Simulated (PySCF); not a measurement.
# EPR parameters of C6H8ClO

Compound: C6H8ClO (doublet state).
Z-matrix (Å and degrees, GFN2-xTB geometry), rows numbered from 1:
```
C 
C   1  1.2836
Cl  2  1.8129  1  119.10
O   2  1.3315  1  132.87  3   179.61
C   4  1.4177  2  114.47  1     0.32
C   5  1.5055  4  110.98  2  -177.07
C   6  1.3214  5  122.59  4    -1.11
C   6  1.4985  5  113.75  4   178.95
H   1  1.0580  2  141.54  3     0.47
H   5  1.1008  4  109.22  2   -55.57
H   5  1.1009  4  109.33  2    61.41
H   7  1.0748  6  121.56  5    -0.01
H   7  1.0762  6  121.44  5  -180.00
H   8  1.0859  6  110.54  5  -179.66
H   8  1.0897  6  110.44  5    59.89
H   8  1.0896  6  110.45  5   -59.20
```

The hyperfine couplings belong to this conformer and change with its torsions.

Identity: `[H]/[C]=C(\Cl)OCC(=C)C` [radical].

Method: PySCF 2.14.0, UKS B3LYP, pcH-1 on C Cl H O, non-relativistic, mean-field spin-orbit, GIAO. Geometry: GFN2-xTB, one conformer, isolated molecule. The geometry wasn't refined by DFT: couplings that depend on bond lengths, twists or pyramidal angles can differ widely from those at the functional's own minimum. Stability of the SCF solution: not tested.

```
g1, g2, g3      : 1.99907, 2.00270, 2.00357
g_iso           : 2.00178
Form of g       : rhombic: the two nearest values differ by 19 % of g3 − g1
⟨S²⟩            : 0.7584 (exact 0.7500)
Basis functions : 290
```

Isotropic coupling and dipolar principal values T1 to T3, in MHz:

| atom | isotope | a_iso | of which spin–orbit | T1 | T2 | T3 | Mulliken spin population |
| --- | --- | --- | --- | --- | --- | --- | --- |
| C1 | 13C | 242.0 | -0.5 | -79.6 | -61.1 | 140.8 | 0.98 |
| C2 | 13C | 6.5 | 0.0 | -16.9 | -2.1 | 19.0 | -0.11 |
| Cl3 | 35Cl | 24.8 | 1.0 | -28.8 | -28.2 | 57.0 | 0.13 |
| O4 | 17O | -3.0 | 0.0 | -9.5 | 1.2 | 8.3 | 0.01 |
| C5 | 13C | 8.2 | 0.0 | -1.4 | -0.9 | 2.3 | 0.01 |
| C6 | 13C | 0.7 | 0.0 | -0.5 | -0.4 | 0.9 | 0.00 |
| C7 | 13C | 1.4 | 0.0 | -0.2 | -0.2 | 0.4 | 0.00 |
| C8 | 13C | 0.0 | 0.0 | -0.2 | -0.2 | 0.3 | 0.00 |
| H9 | 1H | 1.4 | -0.1 | -32.5 | -7.3 | 39.8 | -0.01 |
| H10 | 1H | 2.3 | 0.0 | -5.2 | -3.0 | 8.2 | 0.00 |
| H11 | 1H | 1.2 | 0.0 | -4.6 | -2.8 | 7.5 | 0.00 |
| H12 | 1H | 0.6 | 0.0 | -0.8 | -0.4 | 1.2 | 0.00 |
| H13 | 1H | 1.5 | 0.0 | -0.4 | -0.3 | 0.7 | 0.00 |
| H14 | 1H | 0.0 | 0.0 | -0.4 | -0.3 | 0.7 | 0.00 |
| H15 | 1H | 0.0 | 0.0 | -0.6 | -0.6 | 1.2 | 0.00 |
| H16 | 1H | 0.0 | 0.0 | -0.6 | -0.6 | 1.2 | 0.00 |

The Mulliken spin populations are largest on C1 (+0.98), Cl3 (+0.13) and C2 (-0.11). C1 is the only atom above +0.15.

Axes: g3 points within 8° of the C2–Cl3 bond.

Under fast tumbling the dipolar parts average out, and these isotropic splittings remain: 1 × 35Cl (Cl3, I = 3/2, 4 lines) with 0.89 mT, 2 × 1H (H10/H11, I = 1/2, 3 lines) with 0.06 mT, 1 × 1H (H13, I = 1/2, 2 lines) with 0.05 mT and 1 × 1H (H9, I = 1/2, 2 lines) with 0.05 mT.

Class means assume fast exchange of nuclei equivalent by connectivity; if that motion is slow, each nucleus keeps its own coupling.

Main isotope only: 35Cl (natural samples also hold 24 % 37Cl, magnetic too, which adds its own pattern).

The 13C coupling of C1 (242.0 MHz) shows only in satellite lines or after enrichment, since that isotope makes up about 1.07 % of natural carbon.

Hardware: AMD EPYC 7R43, one thread, on a shared host. Cost: 89 s of wall time (with the writing of density and orbital grids), 0.96 GiB resident at most.
